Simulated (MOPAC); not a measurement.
Input file for MOPAC: AM1 on ClGaH2O (SMILES [OH][GaH][Cl]), a point of a torsion scan.

```
AM1 1SCF PRECISE CHARGE=0 THREADS=1
ClGaH2O

O     -1.04621427 1    -0.25808769 1    -0.09516114 1
Ga     0.36344428 1     0.50884861 1    -0.63085784 1
Cl     1.03691083 1     2.11378687 1     0.49853464 1
H     -1.82917387 1    -0.69223889 1     0.22062933 1
H      0.92132650 1    -0.11908843 1    -1.89515749 1
```

Program output:

```
*******************************************************************************
 **                                                                           **
 **                              MOPAC v23.2.5                                **
 **                                                                           **
 *******************************************************************************
 ** MOPAC's Digital Object Identifier: https://doi.org/10.5281/zenodo.6511958 **
 **                                                                           **
 ** Please cite the open-source release paper for use of this MOPAC version:  **
 ** J. E. Moussa and J. J. P. Stewart (2026)                                  **
 ** MOPAC: An open-source semiempirical molecular orbital program             **
 ** J. Open Source Softw., 11(119), 8025, https://doi.org/10.21105/joss.08025 **
 *******************************************************************************

                              AM1 CALCULATION RESULTS

 *******************************************************************************
 *  AM1        - The AM1 Hamiltonian to be used
 *
 *
 *
 *                 CHARGE ON SYSTEM = 0
 *
 *
 *
 *  PRECISE    - TIGHTER CRITERIA TO BE USED
 *  1SCF       - DO 1 SCF AND THEN STOP
 *  THREADS=1  - MULTI-THREADING NOT USED
 *  T=         - A TIME OF 172800.0 SECONDS REQUESTED
 *  DUMP=N     - RESTART FILE WRITTEN EVERY 7200.0 SECONDS REQUESTED
 *******************************************************************************
AM1 1SCF PRECISE CHARGE=0 THREADS=1
 ClGaH2O

   ATOM   CHEMICAL          X               Y               Z
  NUMBER   SYMBOL      (ANGSTROMS)     (ANGSTROMS)     (ANGSTROMS)

     1       O         -1.04621427  *  -0.25808769  *  -0.09516114  *
     2      Ga          0.36344428  *   0.50884861  *  -0.63085784  *
     3      Cl          1.03691083  *   2.11378687  *   0.49853464  *
     4       H         -1.82917387  *  -0.69223889  *   0.22062933  *
     5       H          0.92132650  *  -0.11908843  *  -1.89515749  *



          CARTESIAN COORDINATES

    NO.       ATOM           X           Y           Z

     1         O         -1.0462     -0.2581     -0.0952
     2        Ga          0.3634      0.5088     -0.6309
     3        Cl          1.0369      2.1138      0.4985
     4         H         -1.8292     -0.6922      0.2206
     5         H          0.9213     -0.1191     -1.8952

  H: (AM1): M.J.S. DEWAR ET AL, J. AM. CHEM. SOC. 107 3902-3909 (1985)
  O: (AM1): M.J.S. DEWAR ET AL, J. AM. CHEM. SOC. 107 3902-3909 (1985)
 Cl: (AM1): M.J.S. DEWAR AND E. G. ZOEBISCH, THEOCHEM, 180, 1 (1988).
 Ga: (AM1): J. J. P. STEWART, J. MOL. MOD., 10, 155-164 (2004)

           Empirical Formula: H2 O Ga Cl  =     5 atoms



      MOLECULAR POINT GROUP   :   Cs


      RHF CALCULATION, NO. OF DOUBLY OCCUPIED LEVELS = 9


 -------------------------------------------------------------------------------
 AM1 1SCF PRECISE CHARGE=0 THREADS=1
 ClGaH2O



     1SCF WAS SPECIFIED, SO BFGS WAS NOT USED
     SCF FIELD WAS ACHIEVED


                              AM1 CALCULATION
                                                       MOPAC v23.2.5 Linux




          FINAL HEAT OF FORMATION =        -30.76993 KCAL/MOL =    -128.74141 KJ/MOL


          COSMO AREA              =         98.88 SQUARE ANGSTROMS
          COSMO VOLUME            =         81.28 CUBIC ANGSTROMS

          IONIZATION POTENTIAL    =         11.160534 EV
          HOMO LUMO ENERGIES (EV) =        -11.161 -2.033
          NO. OF FILLED LEVELS    =          9
          MOLECULAR WEIGHT        =        123.2032         POINT GROUP:  Cs

          MOLECULAR DIMENSIONS (Angstroms)

            Atom       Atom       Distance
            H     4   Cl     3     4.02063
            H     5   Cl     3     2.73250
            O     1   Cl     3     0.01001


          SCF CALCULATIONS        =          1





   ATOM   CHEMICAL          X               Y               Z
  NUMBER   SYMBOL      (ANGSTROMS)     (ANGSTROMS)     (ANGSTROMS)

     1       O         -1.04621427  *  -0.25808769  *  -0.09516114  *
     2      Ga          0.36344428  *   0.50884861  *  -0.63085784  *
     3      Cl          1.03691083  *   2.11378687  *   0.49853464  *
     4       H         -1.82917387  *  -0.69223889  *   0.22062933  *
     5       H          0.92132650  *  -0.11908843  *  -1.89515749  *

                             CARTESIAN COORDINATES

   1    O       -1.046214270    -0.258087690    -0.095161140
   2   Ga        0.363444280     0.508848610    -0.630857840
   3   Cl        1.036910830     2.113786870     0.498534640
   4    H       -1.829173870    -0.692238890     0.220629330
   5    H        0.921326500    -0.119088430    -1.895157490


           Empirical Formula: H2 O Ga Cl  =     5 atoms



      MOLECULAR POINT GROUP   :   Cs


                  EIGENVALUES
 -36.77978 -35.48522 -17.91003 -15.60841 -14.02367 -13.11918 -12.17453 -11.61549
 -11.16053  -2.03308  -0.84471  -0.43430   0.15646   5.88327


              NET ATOMIC CHARGES AND DIPOLE CONTRIBUTIONS

  ATOM NO.   TYPE          CHARGE      No. of ELECS.   s-Pop       p-Pop
    1          O          -0.567387        6.5674     1.78888     4.77850
    2         Ga           0.615694        2.3843     0.27495     2.10935
    3         Cl          -0.276399        7.2764     1.97350     5.30290
    4          H           0.277719        0.7223     0.72228
    5          H          -0.049627        1.0496     1.04963
 DIPOLE           X         Y         Z       TOTAL
 POINT-CHG.    -0.110    -1.493    -1.522     2.135
 HYBRID        -0.551    -0.344     0.176     0.673
 SUM           -0.661    -1.837    -1.346     2.372


          ATOMIC ORBITAL ELECTRON POPULATIONS

     Atom    s        px        py        pz
    1  O   1.78888   1.37852   1.65947   1.74052
    2 Ga   0.27495   0.55870   0.64949   0.90116
    3 Cl   1.97350   1.86047   1.69606   1.74636
    4  H   0.72228
    5  H   1.04963

 **********************
 *                    *
 * JOB ENDED NORMALLY *
 *                    *
 **********************




 == MOPAC DONE ==
```

The run finished.

Cost: very roughly 0.020 core-seconds.
